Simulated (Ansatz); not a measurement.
The same ligand exchange along the group O, S, Se, Te.

Gas-phase electronic energies from Ansatz, PBE0-D4/def2-TZVP geometries. CCSD(T)/CBS is the MP2 limit (def2-TZVPP, def2-QZVPP) plus CCSD(T) − MP2 in def2-TZVPP, frozen cores. DFT in def2-TZVPP. B3LYP here is the variant with VWN-RPA as its local correlation; programs differ in this. Elements past krypton have def2 core potentials. For Ge, Se, Te outer-core shells are correlated without core-valence functions, which leaves a few kJ/mol of doubt a bond. Scalar relativity is left out up to krypton. Each species was taken in one conformer, which may not be the lowest.

```
                                                                   reaction  B2PLYP (kJ/mol)  ωB97X-V (kJ/mol)  B3LYP-D4 (kJ/mol)
  `[GeH3][O][GeH3]` + `N[SiH](F)Cl` → `F[SiH](Cl)[NH][GeH3]` + `[OH][GeH3]`               24                22                 22
  `[GeH3][S][GeH3]` + `N[SiH](F)Cl` → `F[SiH](Cl)[NH][GeH3]` + `[SH][GeH3]`               38                38                 40
`[GeH3][Se][GeH3]` + `N[SiH](F)Cl` → `F[SiH](Cl)[NH][GeH3]` + `[GeH3][SeH]`               51                50                 53
`[GeH3][Te][GeH3]` + `N[SiH](F)Cl` → `F[SiH](Cl)[NH][GeH3]` + `[GeH3][TeH]`               58                56                 60
```

Problem. Give the CCSD(T)/CBS values in the same order. (Best estimate.)

Solution. Computed: 19, 40, 52, 60 kJ/mol.

Largest T1 diagnostic: 0.012, for `[GeH3][O][GeH3]`.
